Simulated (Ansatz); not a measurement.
The first iterations of a band of GeH4 + H3Si (9 atoms, charge 0, multiplicity 2).

Method: Ansatz 0.2.0, UKS B3LYP-D4/def2-SVP.

```
movable images  : 5
climbing image  : yes
spring          : 5.0 eV/Å²
optimiser       : quadratic models (default)
start path      : through a guess of the saddle point
force threshold : 0.05 eV/Å
iteration limit : 60
end points      : relaxed
```

Image 0:

```xyz
9
Properties=species:S:1:pos:R:3
Ge 0.003 0.000 -0.447
H 0.002 0.001 1.097
H 1.455 0.000 -0.961
H -0.723 1.257 -0.963
H -0.723 -1.257 -0.961
Si -0.011 0.000 4.204
H -0.769 -1.195 4.679
H 1.419 -0.067 4.630
H -0.653 1.262 4.675
```

Image 6:

```xyz
9
Properties=species:S:1:pos:R:3
Ge 0.001 0.000 -0.706
H 0.000 0.000 2.555
H 1.470 0.000 -1.194
H -0.734 1.272 -1.193
H -0.734 -1.272 -1.193
Si 0.000 0.000 4.048
H -0.759 -1.182 4.546
H 1.404 -0.066 4.545
H -0.644 1.249 4.546
```

| iteration | highest image above the first end (eV) | largest band force component (eV/Å) |
| --- | --- | --- |
| 1 | 0.156 | 1.666 |
| 2 | 0.199 | 0.688 |
| 3 | 0.063 | 0.646 |

**Question.** Does the band converge within its limit, and where does its top end?

**Answer.** The run converged. It ended after 9 iterations with the highest image 0.108 eV above the first end. A vibrational analysis at the climbing image gives 2 clearly imaginary modes (650i, 52i cm⁻¹): a point of higher order, so a lower path passes nearby.

The run took 2.1 min on 2 threads of AMD EPYC 7R43 64-Core Processor (Zen 3) (shared host), peak memory 0.26 GiB.
